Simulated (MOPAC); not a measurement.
MOPAC input (MNDO):

```
MNDO 1SCF GEO-OK AUX(PRECISION=9) THREADS=1
CS2

S    -0.00000000 1   -0.00000000 1   -1.55270800 1
C     0.00000000 1    0.00000000 1    0.00000000 1
S     0.00000000 1    0.00000000 1    1.55270800 1
```

Output:

```
 *******************************************************************************
 **                                                                           **
 **                              MOPAC v23.2.5                                **
 **                                                                           **
 *******************************************************************************
 ** MOPAC's Digital Object Identifier: https://doi.org/10.5281/zenodo.6511958 **
 **                                                                           **
 ** Please cite the open-source release paper for use of this MOPAC version:  **
 ** J. E. Moussa and J. J. P. Stewart (2026)                                  **
 ** MOPAC: An open-source semiempirical molecular orbital program             **
 ** J. Open Source Softw., 11(119), 8025, https://doi.org/10.21105/joss.08025 **
 *******************************************************************************

                              MNDO CALCULATION RESULTS

 *******************************************************************************
 *  MNDO       - The MNDO Hamiltonian to be used
 *  GEO-OK     - OVERRIDE INTERATOMIC DISTANCE AND OTHER SAFETY CHECKS
 *  1SCF       - DO 1 SCF AND THEN STOP
 *  AUX        - OUTPUT AUXILIARY INFORMATION
 *******************************************************************************
MNDO 1SCF GEO-OK AUX(PRECISION=9) THREADS=1
 CS2

   ATOM   CHEMICAL          X               Y               Z
  NUMBER   SYMBOL      (ANGSTROMS)     (ANGSTROMS)     (ANGSTROMS)

     1       S         -0.00000000  *  -0.00000000  *  -1.55270800  *
     2       C          0.00000000  *   0.00000000  *   0.00000000  *
     3       S          0.00000000  *   0.00000000  *   1.55270800  *

          CARTESIAN COORDINATES

    NO.       ATOM           X           Y           Z

     1         S         -0.0000     -0.0000     -1.5527
     2         C          0.0000      0.0000      0.0000
     3         S          0.0000      0.0000      1.5527

  C: (MNDO): M.J.S. DEWAR, W. THIEL, J. AM. CHEM. SOC., 99, 4899, (1977)
  S: (MNDO): M.J.S.DEWAR, C.H. REYNOLDS, J. COMP. CHEM. 7, 140-143 (1986)

           Empirical Formula: C S2  =     3 atoms

      MOLECULAR POINT GROUP   :   D*h

      RHF CALCULATION, NO. OF DOUBLY OCCUPIED LEVELS = 8

 -------------------------------------------------------------------------------
 MNDO 1SCF GEO-OK AUX(PRECISION=9) THREADS=1
 CS2

     1SCF WAS SPECIFIED, SO BFGS WAS NOT USED
     SCF FIELD WAS ACHIEVED

                              MNDO CALCULATION
                                                       MOPAC v23.2.5 Linux

          FINAL HEAT OF FORMATION =         42.49641 KCAL/MOL =     177.80496 KJ/MOL

          COSMO AREA              =         99.18 SQUARE ANGSTROMS
          COSMO VOLUME            =         83.27 CUBIC ANGSTROMS

          IONIZATION POTENTIAL    =          9.629248 EV
          HOMO LUMO ENERGIES (EV) =         -9.629 -1.135
          NO. OF FILLED LEVELS    =          8
          MOLECULAR WEIGHT        =         76.1310         POINT GROUP:  D*h

          MOLECULAR DIMENSIONS (Angstroms)

            Atom       Atom       Distance
            S     3    S     1     3.10542
            S     3    S     1     0.00000
            S     1    C     2     0.00000

          SCF CALCULATIONS        =          1

   ATOM   CHEMICAL          X               Y               Z
  NUMBER   SYMBOL      (ANGSTROMS)     (ANGSTROMS)     (ANGSTROMS)

     1       S         -0.00000000  *  -0.00000000  *  -1.55270800  *
     2       C          0.00000000  *   0.00000000  *   0.00000000  *
     3       S          0.00000000  *   0.00000000  *   1.55270800  *

                             CARTESIAN COORDINATES

   1    S       -0.000000000    -0.000000000    -1.552708000
   2    C        0.000000000     0.000000000     0.000000000
   3    S        0.000000000     0.000000000     1.552708000

           Empirical Formula: C S2  =     3 atoms

      MOLECULAR POINT GROUP   :   D*h

                  EIGENVALUES
 -32.09454 -23.69276 -16.23758 -13.96158 -13.29367 -13.29367  -9.62925  -9.62925
  -1.13489  -1.13489   2.01774   2.85726

              NET ATOMIC CHARGES AND DIPOLE CONTRIBUTIONS

  ATOM NO.   TYPE          CHARGE      No. of ELECS.   s-Pop       p-Pop
    1          S           0.117506        5.8825     1.88286     3.99964
    2          C          -0.235013        4.2350     1.39434     2.84068
    3          S           0.117506        5.8825     1.88286     3.99964
 DIPOLE           X         Y         Z       TOTAL
 POINT-CHG.     0.000     0.000     0.000     0.000
 HYBRID        -0.000     0.000    -0.000     0.000
 SUM           -0.000     0.000     0.000     0.000

          ATOMIC ORBITAL ELECTRON POPULATIONS

     Atom    s        px        py        pz
    1  S   1.88286   1.55858   1.55858   0.88247
    2  C   1.39434   0.88283   0.88283   1.07501
    3  S   1.88286   1.55858   1.55858   0.88247

 **********************
 *                    *
 * JOB ENDED NORMALLY *
 *                    *
 **********************

 == MOPAC DONE ==
```

The geometry given is a B3LYP-D3(BJ)/def2-TZVP minimum.
